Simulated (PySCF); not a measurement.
**Bi: electron affinity**

Bi⁻ [Xe] 4f14 5d10 6s2 6p4 [6p1/2^2 6p3/2^2, M_J = 2] → Bi [Xe] 4f14 5d10 6s2 6p3 [6p1/2^2 6p3/2^1, M_J = 3/2], as a difference of total energies. Computed with PySCF 2.14 in x2c-TZVPPall-2c with one added diffuse shell each of s, p, d, f type (12s12p10d4f, 126 functions), with the two-component X2C-1e Hamiltonian. Correlated levels: [Xe] 4f14 frozen; the 54 highest virtual spinors dropped. "Screened" scales the spin-orbit matrix elements by Boettger's factors to mimic the two-electron term; Breit and QED terms are absent.

```tsv
method	electron affinity (eV)
GHF (screened spin-orbit)	0.081
GMP2 (screened spin-orbit)	0.803
GCCSD (screened spin-orbit)	0.785
GCCSD(T) (screened spin-orbit)	0.845
```

Errors of the correlated levels include the incompleteness of this basis and the frozen core.

The labels give the starting determinants; with spin-orbit coupling the two ends relaxed to ⟨J²⟩ = 6.04, ⟨L²⟩ = 2.92, ⟨S²⟩ = 1.98 and ⟨J²⟩ = 3.78, ⟨L²⟩ = 0.81, ⟨S²⟩ = 3.24.

Which method comes closest to the reference value, and which is furthest?

The reference is 0.942 eV (measured; photodetachment measurements, as compiled on the Wikipedia data page of electron affinities). Closest: GCCSD(T) (screened spin-orbit) (error -0.097 eV); furthest: GHF (screened spin-orbit) (error -0.861 eV).
